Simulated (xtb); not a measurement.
xtb input (GFN2-xTB):

```bash
xtb mol.xyz --gfn 2 --sp --chrg -1 --uhf 0
```
mol.xyz:
```
8

Si     0.16894242    -0.50178611    -0.09480659
Cl    -0.07186506     1.14933153    -1.47710776
Cl    -0.02437504     0.65493647     1.75935862
N      1.43358399    -1.49970871    -0.19619025
N     -1.35372056    -1.30311004    -0.32068717
H      2.33285940    -1.16774678     0.12579313
H     -1.44711920    -2.13730504     0.24249608
H     -2.17389665    -0.72276744    -0.22111948
```

End of the output:

```
         :::::::::::::::::::::::::::::::::::::::::::::::::::::
         ::                     SUMMARY                     ::
         :::::::::::::::::::::::::::::::::::::::::::::::::::::
         :: total energy             -18.526967417752 Eh    ::
         :: gradient norm              0.026923132271 Eh/a0 ::
         :: HOMO-LUMO gap              5.810912691206 eV    ::
         ::.................................................::
         :: SCC energy               -18.638221035387 Eh    ::
         :: -> isotropic ES            0.169544264971 Eh    ::
         :: -> anisotropic ES         -0.000553884864 Eh    ::
         :: -> anisotropic XC         -0.005125895104 Eh    ::
         :: -> dispersion             -0.007327694108 Eh    ::
         :: repulsion energy           0.111253617635 Eh    ::
         :: add. restraining           0.000000000000 Eh    ::
         :: total charge              -1.000000000000 e     ::
         :::::::::::::::::::::::::::::::::::::::::::::::::::::

           -------------------------------------------------
          |                Property Printout                |
           -------------------------------------------------

    * Orbital Energies and Occupations

         #    Occupation            Energy/Eh            Energy/eV
      -------------------------------------------------------------
         1        2.0000           -0.8774784             -23.8774
       ...           ...                  ...                  ...
         4        2.0000           -0.4308204             -11.7232
         5        2.0000           -0.3674121              -9.9978
         6        2.0000           -0.3635410              -9.8925
         7        2.0000           -0.2959562              -8.0534
         8        2.0000           -0.2856369              -7.7726
         9        2.0000           -0.2758048              -7.5050
        10        2.0000           -0.2576974              -7.0123
        11        2.0000           -0.2557475              -6.9592
        12        2.0000           -0.2517528              -6.8505
        13        2.0000           -0.2458600              -6.6902
        14        2.0000           -0.2355634              -6.4100
        15        2.0000           -0.2048712              -5.5748
        16        2.0000           -0.1841606              -5.0113 (HOMO)
        17                          0.0293865               0.7996 (LUMO)
        18                          0.0403379               1.0976
        19                          0.0918706               2.4999
        20                          0.1120875               3.0501
        21                          0.2001305               5.4458
        22                          0.2064695               5.6183
        23                          0.2161044               5.8805
        24                          0.2164647               5.8903
        25                          0.2167829               5.8990
        26                          0.2173185               5.9135
        27                          0.2176767               5.9233
       ...                                ...                  ...
        38                          1.0364527              28.2033
      -------------------------------------------------------------
                  HL-Gap            0.2135471 Eh            5.8109 eV
             Fermi-level           -0.0773871 Eh           -2.1058 eV

     #   Z          covCN         q      C6AA      α(0)
     1  14 Si       3.229     0.566   131.404    23.865
     2  17 Cl       0.799    -0.472   114.595    16.376
     3  17 Cl       0.794    -0.509   115.937    16.471
     4   7 N        1.682    -0.515    34.662     8.698
     5   7 N        2.540    -0.423    31.047     8.275
     6   1 H        0.863     0.110     1.711     2.049
     7   1 H        0.861     0.112     1.687     2.034
     8   1 H        0.861     0.130     1.542     1.945

 Mol. C6AA /au·bohr⁶  :       2288.197309
 Mol. C8AA /au·bohr⁸  :      89929.507387
 Mol. α(0) /au        :         79.713036

Wiberg/Mayer (AO) data.
largest (>0.10) Wiberg bond orders for each atom

 ---------------------------------------------------------------------------
     #   Z sym  total        # sym  WBO       # sym  WBO       # sym  WBO
 ---------------------------------------------------------------------------
     1  14 Si   4.209 --     4 N    1.820     5 N    0.993     2 Cl   0.713
                             3 Cl   0.659
     2  17 Cl   0.867 --     1 Si   0.713
     3  17 Cl   0.814 --     1 Si   0.659
     4   7 N    2.967 --     1 Si   1.820     6 H    0.956
     5   7 N    3.106 --     1 Si   0.993     7 H    0.990     8 H    0.978
     6   1 H    0.988 --     4 N    0.956
     7   1 H    0.987 --     5 N    0.990
     8   1 H    0.983 --     5 N    0.978
 ---------------------------------------------------------------------------

Topologies differ in total number of bonds
Writing topology from bond orders to xtbtopo.mol

molecular dipole:
                 x           y           z       tot (Debye)
 q only:       -0.406      -0.563      -0.007
   full:       -0.895      -0.154       0.331       2.457
molecular quadrupole (traceless):
                xx          xy          yy          xz          yz          zz
 q only:        6.691       3.297      -1.195      -0.110      -0.754      -5.496
  q+dip:       10.967       5.359      -3.551      -0.122      -1.910      -7.416
   full:       10.270       6.925      -3.694      -0.023      -2.213      -6.576

           -------------------------------------------------
          | TOTAL ENERGY              -18.526967417752 Eh   |
          | GRADIENT NORM               0.026923132271 Eh/α |
          | HOMO-LUMO GAP               5.810912691206 eV   |
           -------------------------------------------------

------------------------------------------------------------------------
------------------------------------------------------------------------
Note: The following floating-point exceptions are signalling: IEEE_UNDERFLOW_FLAG IEEE_DENORMAL
normal termination of xtb
 total:
 SCF:
```

It need not be the lowest isomer of its formula. Whether it binds its extra electron was not tested at this geometry.
